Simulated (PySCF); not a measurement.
C2H11NOSi2

C2H11NOSi2 is a small molecule, neutral, singlet. The structure, one conformer, was relaxed in the gas phase by PBE0-D3(BJ)/def2-SVP. No frequency run checks that it is a minimum.

SMILES: OC(C[SiH3])N[SiH3]

```xyz
17

C    -0.034   -0.297   -0.376
N    -1.350   -0.674    0.068
Si   -2.748    0.354    0.001
C     0.913    0.135    0.735
Si    2.681    0.429    0.124
O     0.596   -1.365   -1.035
H    -0.170    0.559   -1.072
H    -1.326   -1.403    0.776
H    -3.938   -0.494    0.307
H    -2.841    0.926   -1.377
H    -2.747    1.507    0.962
H     0.939   -0.648    1.513
H     0.530    1.052    1.210
H     3.424   -0.844   -0.100
H     2.648    1.216   -1.149
H     3.430    1.231    1.143
H    -0.016   -1.682   -1.710
```
(Å; atoms numbered from 1)

Shieldings: GIAO PBE0/pcSseg-1. Shifts are against computed references at the same level: C TMS (σ 184.4 ppm), H TMS (σ 31.27 ppm), Si TMS (σ 352.0 ppm). Core levels by delta-SCF with SCAN, pcX-2 on the ionised atom and pcseg-1 elsewhere, spin-free X2C (2p3/2 is the spin-free 2p value less a third of a first-order spin-orbit splitting); from the vacuum level, for chosen atoms.

**Question.** Give the NMR and core-level values of the distinct atoms.

**Answer.** 
| atoms | bonded to | σ (ppm) | δ (ppm) | core level (eV) |
| --- | --- | --- | --- | --- |
| C1 | 1 C + 1 N + 1 O + 1 H | 102.0 | 82.4 | 1s 293.13 |
| N2 | 1 C + 1 Si + 1 H | 206.3 | - | 1s 404.57 |
| Si3 | 1 N + 3 H | 409.2 | -57.2 | 2p3/2 107.14 |
| C4 | 1 C + 1 Si + 2 H | 162.5 | 21.9 | 1s 290.19 |
| Si5 | 1 C + 3 H | 421.4 | -69.4 | - |
| O6 | 1 C + 1 H | 228.0 | - | 1s 538.62 |
| H7 | 1 C | 26.94 | 4.32 | - |
| H8 | 1 N | 30.95 | 0.31 | - |
| H9 H10 H11 | 1 Si | 26.66 | 4.61 | - |
| H12 | 1 C | 30.33 | 0.94 | - |
| H13 | 1 C | 30.30 | 0.97 | - |
| H14 H15 H16 | 1 Si | 27.38 | 3.89 | - |
| H17 | 1 O | 30.58 | 0.68 | - |

Values are those of this one static structure, with the three H of a rotating XH3 group averaged; atoms that internal rotation interchanges would show their mean in an NMR spectrum.

**Question.** Which of C1, C4 holds its core electrons tightest, and by how much against the loosest?

**Answer.** C1 (bonded to 1 C + 1 N + 1 O + 1 H), by 2.94 eV over C4 (bonded to 1 C + 1 Si + 2 H).

**Question.** By CAM-B3LYP/def2-SVPD (TDDFT singlets, Tamm-Dancoff triplets, ionisation by delta-SCF), where does absorption start, and what does vertical ionisation take?

**Answer.** The lowest singlet lies at 6.24 eV (f 0.011), the strongest of the first 6 at 7.77 eV (f 0.026), the lowest triplet at 5.99 eV; vertical ionisation takes 9.24 eV.

The 3 runs behind this took 2.4 min in all, one thread each of Arm Neoverse V1 on a shared host, launched as `OMP_NUM_THREADS=1 python cluster_run.py task.json out`.
